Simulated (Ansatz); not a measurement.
Molecule: CH$_{5}$O$_{3}$Si, net charge 0, doublet state. It need not be the lowest isomer of its formula. 
Structure (B3LYP-D3(BJ)/def2-TZVP (Ansatz, a quantum-chemistry and plane-wave program) minimum search):
```xyz
10

C      1.7613     0.3270     0.1913
Si    -0.0524    -0.0312    -0.0013
O     -0.0489    -1.4561    -0.8624
O     -0.9405     1.0777    -0.8326
O     -0.7158    -0.1054     1.4900
H      1.8562     1.2903     0.6995
H      2.2685     0.3843    -0.7712
H      2.2488    -0.4333     0.8015
H     -0.9082     1.0401    -1.7922
H     -1.6577     0.0639     1.5740
```
Charge 0, spin multiplicity 2.

Total electronic energies in hartree. Cores are frozen in the correlated levels unless marked. Open shells are spin-unrestricted. No spin-orbit coupling. Non-relativistic unless marked X2C. CBS marks a two-point X^-3 extrapolation of the correlation energy; Hartree-Fock from the larger set.

| level | program | energy (Eh) |
|---|---|---|
| HF/cc-pVTZ | Ansatz | -554.54323 |
| PBE-D4/def2-TZVPD | Ansatz + dftd4 | -556.05609 |
| BLYP-D3(BJ)/def2-TZVPD | Ansatz + dftd3 | -556.45206 |
| B3LYP-D4/def2-TZVPD | Ansatz + dftd4 | -556.53192 |
| PBE0/STO-3G | Ansatz | -548.91142 |
| BHLYP-D3(BJ)/def2-TZVPD | Ansatz + dftd3 | -556.38049 |
| B2GP-PLYP-D3(BJ)/def2-TZVPD | Ansatz + dftd3 | -556.11118 |
| B2GP-PLYP/def2-TZVPD | Ansatz | -556.10641 |
| MP2/cc-pVTZ | Ansatz | -555.50256 |
| RI-MP2/CBS(cc-pV(T+d)Z,cc-pV(Q+d)Z) | Ansatz | -555.6694 |
| SCS-MP2/cc-pV(T+d)Z | Ansatz | -555.49862 |
| CCSD/CBS(cc-pV(T+d)Z,cc-pV(Q+d)Z) | Ansatz | -555.6882 |
| CCSD(T)/cc-pVTZ | Ansatz | -555.57106 |
| X2C-CCSD(T)/cc-pVTZ-DK | Ansatz | -556.34255 |
| CCSD(T)/CBS(cc-pV(T+d)Z,cc-pV(Q+d)Z) | Ansatz | -555.7315 |

Totals of different functionals don't rank their quality; only differences between species are comparable.
